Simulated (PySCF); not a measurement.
**Polarisability and C₆ of Nb²⁺ (niobium, charge +2)**

[Kr] 4d2 5s1, high-spin 4F determinant (an excited configuration). All numbers are calculated (PySCF 2.14, scalar relativity by spin-free X2C-1e, in aug-cc-pwCVTZ-DK). Coupled (time-dependent) response in atomic units; α is the mean over directions.

| method | mean α (bohr³) | C₆ (like pair) | S(−4) |
| --- | --- | --- | --- |
| B97-3 | 31.74 | 199.1 | 688.6 |

S(−4) is the Cauchy moment in α(ω) = α(0) + S(−4) ω² + …

Spin-orbit coupling is absent.

α(iu) at B97-3:

```csv
u (hartree),α(iu) (bohr³)
0,31.74
0.0500,30.12
0.100,26.29
0.200,18.26
0.300,13.02
0.500,7.954
0.750,5.296
1.00,3.920
1.50,2.458
2.00,1.687
3.00,0.9288
5.00,0.4070
```

A single London oscillator, α(iu) = α/(1 + u²/ω²), gives C₆ = (3/4) ω α². Matching the computed C₆ needs ω = 4 × 199.1 / (3 × 31.74²) = 0.264 hartree.

For an ion, C₆ is the dispersion term alone; charge-induced terms of lower order in 1/R come first.
